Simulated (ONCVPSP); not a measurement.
## Wu-Cohen ONCV dataset for potassium, scalar-relativistic all-electron reference.

* Element: K (Z = 19)
* Generator: ONCVPSP 4.0.1
* Type: optimised norm-conserving Vanderbilt (ONCV)
* Functional: Wu-Cohen
* Relativity: scalar-relativistic
* Frozen core: [Ne]
* Valence charge: 9
* Reference configuration: 3s2 3p6 4s0.5 (charge +0.5)
* Partial waves: 3s+4s: rc 2.15 bohr, ncon 3, nbas 6, qcut 4.6 1/bohr, 2 projectors; 3p: rc 1.90 bohr, ncon 4, nbas 8, qcut 8.3 1/bohr, 2 projectors, debl 3.8 Ha; d scattering state at 0.07 Ha: rc 1.75 bohr, ncon 3, nbas 6, qcut 5.3 1/bohr, 3 projectors, debl 2.9 Ha
* Local potential: polynomial inside 1.25 bohr (lpopt 5, dvloc0 1 Ha)
* Core correction: Teter function, fcfact 2.5, rcfact 1.55

In the d channel the program set the typed energies aside and used 0.050, 2.950, 5.850 Ha.

- Cutoffs needed: 12 Ha and 15 Ha (the cutoffs (Ha) at which the residual kinetic energy of the hardest occupied pseudo-wave falls to 1 and 0.1 mHa per electron) The cutoffs count occupied waves only; projector 3 of the d channel, the hardest unoccupied one, needs 76 Ha at the loose tolerance.
- Ghost test: no bound ghost flagged; no localised positive-energy state flagged
- Largest excitation error: +12 meV (all-electron minus pseudo) for 3s2 3p5 4s1, out of 4 test configurations
- rms error of d²Exc/dni dnj: 2.59 mHa without and 0.99 mHa with the model core
